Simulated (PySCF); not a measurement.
## FMoN + HBr → BrMoN + HF

Level: PBE0 in the def2-TZVP basis family, computed in PySCF with density fitting; scalar-relativistic core potentials for atoms from Rb on, none lighter, no spin–orbit coupling; open shells unrestricted.

```
species                                       state and structure       E (Eh)  ZPE (kJ/mol)  H(298 K) − H(0) (kJ/mol)  S° (J/(mol K))
   FMoN    triplet, Cs, Mo–F 1.904 Å, Mo–N 1.617 Å; F–Mo–N 114.8°   -222.68685          11.7                      11.9           288.0
    HBr                                singlet, C∞v, H–Br 1.421 Å  -2574.45811          16.0                       8.7           198.5
  BrMoN  triplet, Cs, Mo–Br 2.458 Å, Mo–N 1.612 Å; Br–Mo–N 116.9°  -2696.77463           9.4                      12.9           311.4
     HF                                 singlet, C∞v, H–F 0.920 Å   -100.39188          24.9                       8.7           173.6
```

Q: What is the electronic reaction energy?

A: At PBE0/def2-TZVP, ΔE = -56.6 kJ/mol from the differences of the total energies times 2625.5, downhill. 

Q: Add zero-point, thermal and entropy terms for 298.15 K and 1 bar.

A: ΔZPE = 6.6 and Δ[H(298) − H(0)] = 1.0 kJ/mol give ΔH° = -49.0 kJ/mol. ΔS° = -1.5 J/(mol K), so ΔG° = -49.0 − 298.15 × (-0.0015) = -49 kJ/mol and log₁₀K = 8.5.

Open d or f shells are single determinants, so the state found may not be the ground state. Only the bonding shown was studied: isomers, or loss of a ligand pair, can lie lower.
